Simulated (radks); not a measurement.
The numbers below are computed, except where a source is named.
Excited configurations of the dysprosium ion Dy54+: one electron is placed in a higher orbital outside [Ne] 3s1. The ground configuration is [Ne] 3s2. Code: a radial shooting solver on a logarithmic mesh with Libxc functionals. Model: Dirac Kohn-Sham, PBEsol, spin-unpolarised, spherical densities, point nucleus; open shells are shared between the two j in proportion to 2j + 1. Excitation = E - E(ground); binding = E(ion) - E, where the ion is the core of charge +55; n* = 55/sqrt(2 binding) in atomic units. These energies are relativistic, and a one-electron ion of charge +55 with no core already has n* below n in this formula (Dirac formula, point nucleus, mean over j: 3d 2.988, 4d 3.983, 4f 3.992, 6f 5.987, 7s 6.925). The quantum defect is therefore taken as that value minus n*, so that it holds no relativistic shift of the bare ion. Eigenvalue and <r> are those of j = l + 1/2.

| outer orbital | excitation (eV) | binding (eV) | quantum defect | eigenvalue (eV) | <r> (bohr) |
|---|---|---|---|---|---|
| 3d | 559.90 | 4755.5 | 0.046 | -4670.8 | 0.1823 |
| 4d | 2660.3 | 2655.2 | 0.046 | -2617.9 | 0.3688 |
| 4f | 2716.9 | 2598.5 | 0.012 | -2560.9 | 0.3222 |
| 6f | 4159.6 | 1155.9 | 0.020 | -1143.7 | 0.8623 |
| 7s | 4417.2 | 898.28 | 0.156 | -891.15 | 1.249 |

The Delta-SCF ionisation energy is 5315.4 eV (NIST Atomic Spectra Database: 5296 eV, theoretical). Self-interaction in the functional shifts the binding energies and quantum defects, so they are the method's values and not measured ones. Spin polarisation and multiplet splitting are left out, so open shells lie too high by an amount that depends on their filling.

Beside tabulated values, note that spin-unpolarised runs miss the spin-polarisation part of the exchange energy of open shells.
